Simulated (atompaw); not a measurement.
Cutoff test, Au (Z = 79), PAW (atompaw)

```
Element                 : gold
Generator               : atompaw 4.2.0.5
Type                    : PAW
Functional              : LDA (PW92)
Relativity              : scalar-relativistic
Frozen core             : [Xe] 4f14
Valence charge          : 11
Reference configuration : 5d10 6s1 6p0
Partial waves           : 6s (bound): rc 3.00 bohr; 6s channel at 2.25 Ry: rc 2.50 bohr; 6p (bound, empty): rc 3.00 bohr; 6p channel at 1.7 Ry: rc 3.00 bohr; 5d (bound): rc 3.00 bohr; 5d channel at -0.15 Ry: rc 3.00 bohr
Local potential         : troulliermartins scheme with l = 3 at 1 Ry, radius 2.20 bohr
Core correction         : smooth core density matched at 2.50 bohr
Augmentation charge     : sinc compensation charge, radius 2.80 bohr; PAW radius 3.00 bohr; waves and projectors: custom polynom gramschmidtortho
```

The pseudo-atom Hamiltonian at the reference potential is diagonalised in spherical Bessel functions j_l(qr) that vanish at 20 bohr, with q² up to the cutoff. All-electron valence levels (Ry): 6s -0.4471, 6p -0.0648, 5d -0.5230.

How do the lowest levels (Ry) of each channel move with the cutoff, and are there ghosts?

```csv
cutoff (Ry),s #1,s #2,s #3,p #1,p #2,p #3,d #1,f #1,f #2,Σ f·Δε (mRy)
8,-0.4471,0.0135,0.1083,-0.0648,0.0568,0.1787,-0.5143,0.1157,0.2466,87.4
10,-0.4471,0.0134,0.1083,-0.0648,0.0568,0.1787,-0.5218,0.1157,0.2466,12.4
12,-0.4471,0.0134,0.1083,-0.0648,0.0568,0.1787,-0.5220,0.1157,0.2466,9.9
15,-0.4471,0.0134,0.1082,-0.7582,-0.0648,0.0568,-0.5223,0.1157,0.2466,6.7
18,-0.4471,-0.2608,0.0135,-2.1625,-0.0648,0.0568,-0.5229,0.1157,0.2466,1.2
21,-0.4673,-0.4471,0.0135,-2.9415,-0.0648,0.0568,-0.5230,0.1157,0.2466,0.5
25,-0.5636,-0.4471,0.0135,-3.4234,-0.0648,0.0568,-0.5230,0.1157,0.2466,0.5
30,-0.6124,-0.4471,0.0135,-3.5491,-0.0648,0.0568,-0.5230,0.1157,0.2466,0.1
400,-0.6249,-0.4471,0.0135,-3.5755,-0.0648,0.0568,-0.5230,0.1157,0.2466,0.0
```

Result: ghost states, extra bound levels that the all-electron valence spectrum of the same l lacks: p at -48.6 eV, s at -8.5 eV (a true bound ghost makes a file unfit for plane-wave use); 10 mRy is reached at 12 Ry and 1 mRy at 21 Ry.
